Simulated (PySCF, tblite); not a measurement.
**A complex of BeF2 and hydrogen sulfide**

A gas-phase complex of BeF2 and hydrogen sulfide; neutral, singlet. The structure comes from a short search (6 tight-binding starts) and was relaxed by PBE0-D3(BJ)/def2-TZVPD; another way of binding may lie lower. No frequency run checks that it is a minimum.

```
part              name      SMILES  atoms  charge  multiplicity
   1              BeF2  [F][Be][F]    1–3       0             1
   2  hydrogen sulfide           S    4–6       0             1
```

Coordinates in Å:
```
F1     -0.861   -0.902   -0.405
Be2     0.350   -0.415    0.124
F3      1.142    0.723    0.370
S4      1.473   -2.202    0.952
H5      0.423   -2.766    1.572
H6      1.919   -1.595    2.065
```

Contacts between parts, classed by geometry: Be2···S4 2.267 Å (coordination).

Deforming the relaxed parts to their shape here costs 6.5 kcal/mol, which the interaction energies leave out.

Interaction energies are complex less parts, with the parts frozen as they stand in it; counterpoise-corrected, in kcal/mol (PySCF).

(1) How strongly do the parts interact, level by level?

(2) What holds them together? Decompose the wB97M-D3(BJ)/def2-TZVPD energy: frozen parts, their antisymmetrised product, then relaxation.

The parts were also relaxed and run alone, at the levels used for the complex: shieldings by PBE0/pcSseg-2; core levels by delta-SCF with SCAN, pcX-2 on the ionised atom and pcseg-1 elsewhere, spin-free X2C (2p3/2 is the spin-free 2p value less a third of a first-order spin-orbit splitting).

(3) What does binding change?

Answers

(1) 
```tsv
level	interaction	superposition error removed
wB97M-D3(BJ)/def2-TZVPD	-17.01	-0.63
PBE0-D3(BJ)/def2-TZVPD	-18.86	-0.64
```

(2) electrostatic -26.4, Pauli repulsion +30.7, orbital relaxation -20.4, dispersion correction -1.6 kcal/mol, which sum to the value before the counterpoise correction; the Pauli term holds the exchange-correlation of the frozen density too. Of the attraction, 54 % is electrostatic, 42 % is orbital relaxation, 3 % is dispersion correction.

(3) 
| property | alone | in the complex | change |
| --- | --- | --- | --- |
| shielding of Be2 (ppm) | 105.7 | 104.2 | -1.5 |
| shielding of S4 (ppm) | 712.6 | 683.7 | -28.9 |
| F1 1s core level (eV) | 692.90 | 691.28 | -1.61 |
| Be2 1s core level (eV) | 123.55 | 121.16 | -2.38 |
| S4 2p3/2 core level (eV) | 170.37 | 172.15 | +1.78 |
